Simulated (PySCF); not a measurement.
PySCF calculation with shielding tensors at PBE0/pcSseg-1 (GIAO) and coordinates at the GFN2-xTB level; fast rotation and ring inversion assumed for equivalent nuclei, a single conformation, relativity neglected, no solvent.

δ = σ(ref) − σ, references computed at the same level: 1H (31.72 ppm) and 13C (186.93 ppm) against TMS. Shifts are as computed. Against solution values, carbons near 30 ppm lie about +3 ppm off and those near 130 ppm about +5 ppm. Of 1211 compounds with measured shifts, 218 miss one by over three times the rms of a fit or turn the order of signals round; such compounds aren't used in these exercises.

Question: Order these molecules by the shift of their most shielded carbon-bound hydrogen, lowest δ first.
A. CCCN(C)C
B. C=C1C=CC=CC=C1
C. O=C(F)[C@@H]1C[C@H]1C(F)(F)F

Answer: A (0.97 ppm, hydrogen on a methyl carbon), C (1.46 ppm, hydrogen on a three-membered-ring carbon), B (4.49 ppm, hydrogen on a terminal =CH2 carbon).

Question: How many 13C and 1H signals does each give (equivalence by symmetry and fast rotation, but not about amide C–N or C=N bonds)? `C#C[C@@H]1C(=C)[C@H]1C=C`, `O=C(F)[C@@H]1C[C@H]1C(F)(F)F`, `CCCN(C)C`, `C=C1C=CC=CC=C1`

Answer: C#C[C@@H]1C(=C)[C@H]1C=C: 8 C, 8 H; O=C(F)[C@@H]1C[C@H]1C(F)(F)F: 5 C, 4 H; CCCN(C)C: 4 C, 4 H; C=C1C=CC=CC=C1: 5 C, 4 H.
